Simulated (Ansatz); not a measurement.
C₂Cl₂N₂Si (`N#C[Si](Cl)(Cl)C#N`). The species carries charge 0 and has multiplicity 1.

```xyz
7

N     0.067    2.719    0.090
C    -0.002    1.576    0.209
Si   -0.116   -0.238    0.413
Cl    1.234   -0.835    1.775
Cl   -1.995   -0.726    0.927
C     0.282   -1.002   -1.201
N     0.530   -1.493   -2.212
```

Q: What are the harmonic wavenumbers in cm⁻¹ at PBE0-D4/def2-TZVP (Ansatz, finite differences of forces, unscaled)? (Best estimate.)

A: Computed: 89, 100, 120, 165, 182, 327, 343, 392, 405, 454, 658, 670, 684, 2344, 2344.

Q: Is this a minimum?

A: Yes, all 15 modes are real.

Q: Give the ideal-gas thermochemistry at 298.15 K and 1 bar (rigid rotor, harmonic oscillator; point group C2v, symmetry number 2).

A: Zero-point energy 55.5 kJ/mol; H(298) − E = 79.6 kJ/mol; entropy 378.2 J/(mol·K), of which translation 171.4, rotation 117.8, vibration 88.9; G(298) − E = -33.1 kJ/mol. Modes under 100 cm⁻¹ are hindered rotations or soft bends, so the harmonic entropy is rough.

Q: And at 400, 500, 600, 800 and 1000 K?

A: 
```
T (K)  H − E (kJ/mol)  S (J/mol/K)  G − E (kJ/mol)
  400            91.9        413.7           -73.5
  500           104.8        442.3          -116.4
  600           118.1        466.6          -161.9
  800           145.8        506.4          -259.3
 1000           174.5        538.4          -363.9
```

Q: Rotational constants (cm⁻¹)?

A: 0.04215, 0.04081, 0.0404.
